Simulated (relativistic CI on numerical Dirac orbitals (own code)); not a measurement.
**Level scheme of Gd⁴⁺**

Computed by Dirac-Coulomb-Breit CI, orbitals from a KLI potential per configuration, model QED (radiative potential, 1s self-energy scaled to tabulated hydrogen-like ionisation energies), valence Slater integrals scaled by 0.7 (own radial code, finite nucleus).

Configurations in the expansion (outside the closed core [Xe]): 4f6.

The lowest level is 4f6 7F_0, with 86 % of that term; Hund's rules for 4f6 give 7F with J = 0, in agreement.

```csv
No.,Configuration,Term,J,E (eV),%,Landé g,jj configuration (%)
1,4f6,7F,0,0.0000,86,,4f5/2^4 4f7/2^2 (54)
2,4f6,7F,1,0.0765,90,1.498,4f5/2^3 4f7/2^3 (41)
3,4f6,7F,2,0.1958,93,1.496,4f5/2^4 4f7/2^2 (51)
4,4f6,7F,3,0.3357,95,1.494,4f5/2^3 4f7/2^3 (45)
5,4f6,7F,4,0.4839,96,1.492,4f5/2^3 4f7/2^3 (44)
6,4f6,7F,5,0.6329,95,1.490,4f5/2^3 4f7/2^3 (40)
7,4f6,7F,6,0.7770,93,1.487,4f5/2^3 4f7/2^3 (36)
8,4f6,5D,0,1.7564,65,,4f5/2^6 (54)
9,4f6,5D,1,2.0554,79,1.489,4f5/2^5 4f7/2 (49)
10,4f6,5D,2,2.4309,89,1.483,4f5/2^4 4f7/2^2 (46)
11,4f6,5L,6,2.6600,80,0.760,4f5/2^5 4f7/2 (33)
12,4f6,5D,3,2.8433,89,1.465,4f5/2^3 4f7/2^3 (46)
13,4f6,5L,7,2.8465,89,0.924,4f5/2^4 4f7/2^2 (49)
14,4f6,5G,2,2.9797,86,0.387,4f5/2^4 4f7/2^2 (38)
15,4f6,5G,6,2.9836,49,1.239,4f5/2^4 4f7/2^2 (41)
16,4f6,5L,8,2.9928,93,1.044,4f5/2^3 4f7/2^3 (57)
17,4f6,5G,5,3.0092,57,1.185,4f5/2^4 4f7/2^2 (48)
18,4f6,5G,3,3.0200,72,0.858,4f5/2^3 4f7/2^3 (50)
19,4f6,5G,4,3.0283,64,1.070,4f5/2^3 4f7/2^3 (40)
20,4f6,5L,9,3.0993,93,1.128,4f5/2^3 4f7/2^3 (53)
21,4f6,5L,10,3.1431,89,1.187,4f5/2^3 4f7/2^3 (42)
22,4f6,5D,4,3.2966,85,1.465,4f5/2^2 4f7/2^4 (39)
23,4f6,5H,7,3.5104,67,1.238,4f5/2^3 4f7/2^3 (56)
24,4f6,5H,3,3.5294,70,0.614,4f5/2^3 4f7/2^3 (47)
25,4f6,5H,4,3.6058,49,0.933,4f5/2^2 4f7/2^4 (39)
26,4f6,3P,0,3.6256,58,,4f5/2^4 4f7/2^2 (41)
27,4f6,5H,6,3.6268,41,1.193,4f5/2^3 4f7/2^3 (53)
28,4f6,5H,5,3.6387,35,1.086,4f5/2^3 4f7/2^3 (45)
29,4f6,5F,2,3.8478,69,0.994,4f5/2^5 4f7/2 (29)
30,4f6,5F,3,3.8616,65,1.206,4f5/2^5 4f7/2 (29)
31,4f6,5I,4,3.8887,56,0.772,4f5/2^3 4f7/2^3 (31)
32,4f6,5F,1,3.9346,90,0.079,4f5/2^3 4f7/2^3 (49)
33,4f6,5F,4,3.9429,55,1.211,4f5/2^4 4f7/2^2 (38)
34,4f6,5H,5,3.9592,30,0.910,4f5/2^3 4f7/2^3 (53)
35,4f6,5F,5,4.0002,73,1.345,4f5/2^4 4f7/2^2 (34)
36,4f6,5I,8,4.0205,84,1.227,4f5/2^3 4f7/2^3 (49)
37,4f6,5I,6,4.0359,33,1.083,4f5/2^3 4f7/2^3 (42)
38,4f6,5I,7,4.1353,58,1.179,4f5/2^2 4f7/2^4 (42)
39,4f6,5K,5,4.1938,43,0.809,4f5/2^3 4f7/2^3 (40)
40,4f6,3O,10,4.2936,61,0.961,4f5/2^4 4f7/2^2 (61)
41,4f6,3I,6,4.3116,24,1.018,4f5/2^3 4f7/2^3 (43)
42,4f6,5K,6,4.3749,72,0.934,4f5/2^3 4f7/2^3 (38)
43,4f6,3P,1,4.3978,81,1.468,4f5/2^3 4f7/2^3 (52)
44,4f6,5G,2,4.4651,39,0.731,4f5/2^4 4f7/2^2 (35)
45,4f6,5K,8,4.4654,40,1.052,4f5/2^4 4f7/2^2 (49)
```

Energies count from the lowest computed level. Filled j subshells are mostly left out of the jj labels.

The mean weight of the leading LS term, summed over parents, in these 45 levels is 69 %, and that of the leading jj configuration (from the same eigenvectors) 44 %, so LS coupling describes them better.

One configuration and one scale for all Slater integrals: terms of lower spin can come out thousands of cm⁻¹ low, and their order can be wrong.

Landé's interval rule says that E(J) − E(J−1) = AJ with one A. For the ground term the intervals give A = 617.2, 481.0, 376.1, 298.8, 240.4, 193.7 cm⁻¹ for J = 1, 2, 3, 4, 5, 6; the multiplet is regular.

LS names give the leading component of a level, which can be under half, so a name can repeat, a term be missing and a line seem to break the LS rules.
